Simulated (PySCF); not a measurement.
# Heteronuclear NMR

Atoms are numbered as in `[CH3:1][C:2]#[C:3][C:4](=[O:5])[CH2:6][O:7][SiH3:8]` (H(Xn): hydrogen on atom n).

Method: geometry: GFN2-xTB, shielding tensors at PBE0/pcSseg-1 (GIAO), in PySCF 2.14 (averaged over atoms made equivalent by symmetry, fast rotation or ring inversion, one conformer, relativity neglected, gas phase).

Q: Where does ²⁹Si resonate?

A: 
```
atoms               environment  σ (ppm)  δ (ppm)
  Si8  silicon bonded to O, 3 H    385.8    -37.2
```

Shieldings were converted by a linear fit to measured shifts: ²⁹Si: δ = 279.94 − 0.822σ (rms 8.9 ppm, 72 shifts, 25.8 ppm with the 6 outliers that the fit left out vs TMS, solution or neat liquid). A few per cent of atoms miss by over 2 rms, more outside the fitted compound classes.

On a 300 MHz spectrometer ²⁹Si resonates near 59.6 MHz, so 1 ppm is 59.6 Hz.

Q: What are the ¹⁷O shifts?

A: 
```
atoms             environment  σ (ppm)  δ (ppm)
   O5           ketone oxygen   -329.7    567.0
   O7  oxygen bonded to C, Si    326.9    -31.0
```

Shieldings were converted by a linear fit to measured shifts: ¹⁷O (scatter 10.7 ppm rms, 12.2 ppm with the 3 outliers that the fit left out vs liquid water, solution or neat liquid). Occasional misses reach two or three times the rms, and more in compound classes unlike the fitted ones.

On a 600 MHz spectrometer ¹⁷O resonates near 81.3 MHz, so 1 ppm is 81.3 Hz.
